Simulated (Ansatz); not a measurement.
Abridged output of a molecular run in Ansatz:

```
Functional definition: HF
1109 factors; integrals over basis functions are off by at most 1.2e-3 eV
mean field evaluation 1: about -21494.1891 eV, gradient 4.4e1 eV
mean field evaluation 2: about -21494.1898 eV, gradient 4.4e1 eV
mean field evaluation 4: about -21498.4314 eV, gradient 3.1e0 eV
mean field evaluation 8: about -21498.4720 eV, gradient 2.1e-1 eV
mean field evaluation 16: about -21498.4694 eV, gradient 4.9e-1 eV
mean field -21498.47215663 eV, -790.0542795682 hartree, gradient 1.6e-6 eV, S^2 0.000000; 0 other end points of the search recorded, 0 dependent functions left out
13 core orbitals not correlated: weight in the atoms' cores, before any rotation towards them, 1.000 or more for the frozen orbitals, at most 0.000 for the correlated occupied ones
reference -21498.47215663 eV, -790.0542795682 hartree; 16, 16 occupied and 84, 84 virtual orbitals, 1109 factors
second order -19.60518631 eV of doubles, -0.00000000 eV of singles
cycle   1  -20.43555874 eV  change   -8.3e-1 eV  update   9.9e-2
cycle   2  -20.93466675 eV  change   -5.0e-1 eV  update   3.0e-2
cycle   3  -21.05065206 eV  change   -1.2e-1 eV  update   1.5e-2
cycle   4  -21.04690340 eV  change    3.7e-3 eV  update   3.5e-3
cycle   5  -21.04497836 eV  change    1.9e-3 eV  update   1.4e-3
cycle   6  -21.04501153 eV  change   -3.3e-5 eV  update   4.3e-4
cycle   7  -21.04480517 eV  change    2.1e-4 eV  update   1.3e-4
cycle   8  -21.04474888 eV  change    5.6e-5 eV  update   4.4e-5
cycle   9  -21.04475572 eV  change   -6.8e-6 eV  update   1.7e-5
perturbative correction -0.47144348 eV, -0.0173252284 hartree
Total energy: -21519.98835583 eV, -790.8449853046 hartree
```

Its atoms:

Cartesian coordinates in Å:
```
N -0.6935 0.7717 -1.6020
Si 0.3728 0.1162 -0.4434
N 0.4881 -1.5454 -0.7684
F 1.7223 0.9646 -0.6610
Si -0.1631 0.3673 1.8257
H -1.6111 0.3814 -1.7364
H -0.6646 1.7532 -1.8234
H 0.5823 -1.8865 -1.7123
H 0.8463 -2.1964 -0.0902
H -1.5601 -0.0851 2.0763
H -0.0582 1.7945 2.2349
H 0.7388 -0.4355 2.7003
```

Problem. Which basis set was used?
A. def2-QZVPP
B. def2-SVP
C. def2-TZVPP
D. def2-TZVPPD

Solution. B. It gives 113 functions.

Problem. Write the keys of the input that set method, charge and spin (a neutral closed shell needs none for the last two).

Solution. 
```yaml
correlation: {method: ccsd_t}
```
